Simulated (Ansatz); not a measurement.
Two structures of CH5ClZn, singlet, reached by relaxing down either side of one saddle point (PBE0-D4/def2-TZVP). Energies are electronic, without zero-point energy. Computed with Ansatz 0.2.0 (basis: def2-TZVPP and def2-QZVPP); correlated methods freeze the cores. The 3s and 3p shells of Cu and Zn are frozen; filled d shells are correlated. Extrapolation: Hartree–Fock as exp(−7.88 √X), correlation as X^−2.97. First:

Zn1  (-0.644, 0.536, 0.690)
Cl2  (-0.505, 1.288, 2.658)
C3  (-0.794, -0.141, -1.106)
H4  (2.141, -0.268, 1.400)
H5  (2.266, -0.589, 0.736)
H6  (-0.649, -1.223, -1.113)
H7  (-0.036, 0.316, -1.745)
H8  (-1.779, 0.082, -1.520)
(Å)

Second:

Zn1  (0.569, -0.166, -0.134)
Cl2  (0.609, 1.050, 3.539)
C3  (-0.795, -0.330, -1.497)
H4  (1.143, 0.575, 2.454)
H5  (1.680, -0.042, 0.947)
H6  (-1.409, -1.217, -1.325)
H7  (-0.346, -0.414, -2.490)
H8  (-1.452, 0.543, -1.493)
(Å)

(1) Which bonds change from the first to the second?

(2) Give the saddle point's structure and its height above each. (To be estimated.)

T1 diagnostic: at most 0.014. The end structure is not quite a true minimum (one mode of 26i cm⁻¹).

## Answers

(1) CH₃ClZn ([CH3][Zn][Cl]) + H₂ → CH₄Zn ([CH3][ZnH]) + HCl; bonds formed: Zn1–H5, Cl2–H4; bonds broken: Zn1–Cl2, H4–H5.

(2) The calculation gives: 161.2 kJ/mol above the first and 34.6 kJ/mol above the second (CCSD(T) at an estimated basis limit (MP2 extrapolated from triple and quadruple zeta, plus CCSD(T) − MP2 in triple zeta)).
| atom | x (Å) | y (Å) | z (Å) |
| --- | --- | --- | --- |
| Zn1 | 0.5182 | -0.0348 | 0.2048 |
| Cl2 | 0.0611 | 0.8402 | 2.5904 |
| C3 | -0.7658 | -0.2452 | -1.2242 |
| H4 | 1.3032 | 0.3474 | 1.8589 |
| H5 | 1.9540 | -0.0489 | 1.0542 |
| H6 | -1.3734 | -1.1336 | -1.0421 |
| H7 | -0.2727 | -0.3495 | -2.1915 |
| H8 | -1.4246 | 0.6244 | -1.2504 |

Labels in which every atom is bracketed show which atoms are joined, not bond orders.

For scale, one of the runs: CCSD(T)/def2-TZVPP, 207 basis functions, launched by `ansatz run in.yaml --threads 4 --pin off --events-out ev --progress --plain --max-ram 9574MiB`. Hardware: 4 CPU threads of an Arm Neoverse N1, shared host. Wall time 85 s; peak host memory 2.6 GiB.
